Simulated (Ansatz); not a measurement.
Start from `[AlH2][C]1(Cl)C[SiH2]1` and change one atom or group to get `ClC1(Cl)C[SiH2]1`.

Ansatz, PBE0-D4/def2-TZVP geometries, multiplicity 1. 

```
                                        property  `[AlH2][C]1(Cl)C[SiH2]1`
           LUMO energy (ωB97M-V/def2-TZVPP) / eV                      0.82
  size of the dipole moment (PBE/def2-TZVPP) / D                      1.94
             HOMO energy (B3LYP/def2-TZVPP) / eV                     -6.75
               LUMO energy (PBE/def2-TZVPP) / eV                     -1.80
size of the dipole moment (B3LYP/def2-TZVPP) / D                      2.07
         HOMO–LUMO gap (ωB97M-V/def2-TZVPP) / eV                      9.90
```

Question: What does the change do to each property? (An estimate is asked.)

Answer: Ansatz gave: 
| property | `ClC1(Cl)C[SiH2]1` | shift |
| --- | --- | --- |
| LUMO energy (ωB97M-V/def2-TZVPP) / eV | 1.10 | 0.28 |
| size of the dipole moment (PBE/def2-TZVPP) / D | 2.23 | 0.29 |
| HOMO energy (B3LYP/def2-TZVPP) / eV | -6.97 | -0.22 |
| LUMO energy (PBE/def2-TZVPP) / eV | -1.55 | 0.25 |
| size of the dipole moment (B3LYP/def2-TZVPP) / D | 2.44 | 0.37 |
| HOMO–LUMO gap (ωB97M-V/def2-TZVPP) / eV | 10.41 | 0.51 |

With PBE0 the HOMO falls by 0.22 eV and the LUMO rises by 0.17 eV, so the gap widens by about 0.39 eV. PBE moves the HOMO by -0.14 eV and ωB97M-V by -0.23 eV. Dipoles are sizes alone; their direction can turn.

B3LYP here is the variant with VWN-RPA as its local correlation; programs differ in this.
